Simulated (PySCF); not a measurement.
# Size series: flake black phosphorene

All values: TDDFT PBE/def2-SVP, gas phase, PySCF SCF with an in-house response code, fitting set def2-universal-JFIT, grid level 1 (kernel 0), vertical, one conformer each, geometries GFN2-xTB; core orbitals frozen in the response. The lowest 6 singlets were sought, and the brightest is taken among them. The runs took 4 to 30 CPU minutes each on shared server CPUs.

Tubes, flakes and crystal cuts are finite pieces capped as the formulas show; sizes are those of the cut before relaxation. Spin-orbit coupling is left out, which matters for the heavier atoms here.

```json
{"diameter / angstrom": "13.1", "formula": "Si12P18H36", "HOMO-LUMO gap / eV": "2.30", "S1 / eV": "2.49", "brightest singlet sought / eV": "2.49", "vertical IP (ΔSCF) / eV": "6.26", "f(S1)": "0.189"}
{"diameter / angstrom": "13.8", "formula": "Si11P17H33", "HOMO-LUMO gap / eV": "2.56", "S1 / eV": "2.62", "brightest singlet sought / eV": "2.73", "vertical IP (ΔSCF) / eV": "6.38", "f(S1)": "0.006"}
{"diameter / angstrom": "15.9", "formula": "Si15P35H45", "HOMO-LUMO gap / eV": "1.86", "S1 / eV": "1.96", "brightest singlet sought / eV": "1.96", "vertical IP (ΔSCF) / eV": "5.90", "f(S1)": "0.062"}
{"diameter / angstrom": "16", "formula": "Si16P30H48", "HOMO-LUMO gap / eV": "1.95", "S1 / eV": "2.10", "brightest singlet sought / eV": "2.10", "vertical IP (ΔSCF) / eV": "5.85", "f(S1)": "0.192"}
{"diameter / angstrom": "16.3", "formula": "Si14P21H42N", "HOMO-LUMO gap / eV": "2.12", "S1 / eV": "2.21", "brightest singlet sought / eV": "2.47", "vertical IP (ΔSCF) / eV": "6.02", "f(S1)": "0.048"}
{"diameter / angstrom": "18.5", "formula": "Si15P29H45", "HOMO-LUMO gap / eV": "2.07", "S1 / eV": "2.17", "brightest singlet sought / eV": "2.17", "vertical IP (ΔSCF) / eV": "5.95", "f(S1)": "0.037"}
{"diameter / angstrom": "20.1", "formula": "Si18AsP33H54", "HOMO-LUMO gap / eV": "1.86", "S1 / eV": "2.00", "brightest singlet sought / eV": "2.00", "vertical IP (ΔSCF) / eV": "5.83", "f(S1)": "0.342"}
```
